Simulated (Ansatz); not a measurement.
`OB(F)[SiH2]S` + `[F][Hf]([F])([F])[Br]` → `OB(F)[SiH2]Br` + `[F][Hf]([F])([F])[SH]`  (redistribution)

Calculated with Ansatz (gas phase, PBE0-D4/def2-TZVP geometries, no zero-point term in ΔE). CCSD(T)/CBS adds triple-zeta CCSD(T) − MP2 to the extrapolated MP2 energy (def2 sets, frozen cores). Functionals use def2-TZVPP. Elements past krypton have def2 core potentials. For Br, Hf outer-core shells are correlated without core-valence functions, which leaves a few kJ/mol of doubt a bond. Scalar relativity is left out up to krypton. Each species was taken in one conformer, which may not be the lowest.

```csv
level,ΔE (kJ/mol)
ωB97X-V,29.4
PBE0,27.3
CCSD(T)/def2-TZVPP,29.7
HF/CBS(def2),36.0
```

**Question.** What does CCSD(T)/CBS give? (An estimate is asked.)

**Answer.** Computed: +27.7 kJ/mol. The listed levels differ from it by 1.7, -0.4, 2.0, 8.3 kJ/mol.

Largest T1 diagnostic among the species: 0.016.

In def2-TZVPP, CCSD(T) changes the Hartree–Fock value by −6.4 kJ/mol (the triples alone add −1.1 kJ/mol) and MP2 by −6.7 kJ/mol.
